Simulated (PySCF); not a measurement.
Method: PySCF energies plus ideal-gas RRHO corrections (1 bar). Table values come from the NASA 1993 polynomials. Open shells (unrestricted): SrCl (multiplicity 2). Sr: scalar-relativistic def2 core potential, no spin-orbit coupling. The harmonic model lacks anharmonicity and excited electronic states, which grow with temperature; levels with a mode under 35 cm⁻¹ are left out. The table's entry may be an old estimate for SrCl (not checked at source).

Harmonic frequencies at PBE0/def2-TZVP (cm⁻¹): 298. Point group C∞v; S°(298 K) = 252.4 J/mol/K at this level.

**Question.** Work out Cp and S° of gaseous SrCl at 500, 800, 1200, 1600, 2000 K from these, and set them beside the table.

**Answer.** 
```csv
T (K),Cp PBE0/def2-TZVP,Cp table,S° PBE0/def2-TZVP,S° table
500,36.9,37.2,271.3,271.3
800,37.2,37.6,288.7,288.9
1200,37.3,37.9,303.8,304.2
1600,37.4,38.2,314.6,315.2
2000,37.4,38.5,322.9,323.7
```
Units J/mol/K.
